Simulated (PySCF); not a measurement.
A species of formula C5H8FNO has this rotational fingerprint, computed with PBE0/def2-SVPD in PySCF (dipole) on a GFN2-xTB geometry, gas phase:

- Rotational constants: A = 5254, B = 1066, C = 896.2 MHz
- Dipole components: |μa| = 1.15 D, |μb| = 2.76 D, |μc| = 0.00 D
- Inertial defect: -6.26 u·Å²
- κ: -0.92

Task: Which candidate fits, each taken in the one conformer that was computed?
A. `[CH2:1]=[CH:2][C@@H:3]([F:4])[C:5](=[O:6])[NH:7][CH3:8]` with C1–C2–C3–F4 -8°, C2–C3–C5–O6 76°, C3–C5–N7–C8 180°
B. `[CH2:1]=[C:2]([F:3])[N:4]([CH3:5])[C:6]([CH3:7])=[O:8]` with C1–C2–N4–C5 31°, C2–N4–C6–C7 5°
C. `[CH2:1]=[C:2]([F:3])[NH:4][C:5](=[O:6])[CH2:7][CH3:8]` with C1–C2–N4–C5 0°, C2–N4–C5–O6 0°, N4–C5–C7–C8 180°

Result: C. It is C=C(F)NC(=O)CC, a near-prolate asymmetric top, point group Cs. The candidates at the same level (rigid rotor, commonest isotopes):

```
             SMILES  A (MHz)  B (MHz)  C (MHz)  μa (D)  μb (D)  μc (D)  Δ (u·Å²)  point group                        rotor
     C=C(F)NC(=O)CC     5254     1066    896.2    1.15    2.76    0.00     -6.26           Cs  near-prolate asymmetric top
C=C[C@@H](F)C(=O)NC     3340     1342     1227    0.16    2.17    1.24   -115.99           C1               asymmetric top
   C=C(F)N(C)C(C)=O     3046     1841     1246    2.34    0.43    0.75    -34.76           C1               asymmetric top
```

`C=C[C@@H](F)C(=O)NC` has C 37 % too high; `C=C(F)N(C)C(C)=O` has B 73 % too high. In the right answer the mirror of this Cs structure is the ab plane, so μc vanishes by symmetry. No structure here is proved a minimum.
